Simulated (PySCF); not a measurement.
ZnH, SMILES [ZnH+] (connectivity only; charge and spin as stated), charge +1, multiplicity 1.

Coordinates come from a PBE-D3(BJ)/def2-TZVPD optimisation. The multiplicity is an assumed one; other spin states were not compared.

The numbers are results of IEF-PCM-PBE0/def2-TZVPD run with PySCF, not measurements.

The values are the electrostatic part of the solvation free energy, E(continuum) − E(gas) at the gas-phase geometry, in a cavity of scaled van der Waals radii (PySCF's table); cavitation and dispersion terms are not included. A continuum can't describe solvent molecules that bind to the metal. In vacuum the orbital gap is 6.37 eV.

Question: Estimate the values in water (ε = 78.36), dichloromethane (ε = 8.93), acetonitrile (ε = 35.69). (An estimate is asked for; the answer gives what the named calculation found.)

Answer: 
```tsv
solvent	ε	ΔG(elec) (kcal/mol)	gap (eV)
water	78.36	-111.1	7.12
dichloromethane	8.93	-98.6	6.95
acetonitrile	35.69	-109.1	7.09
```
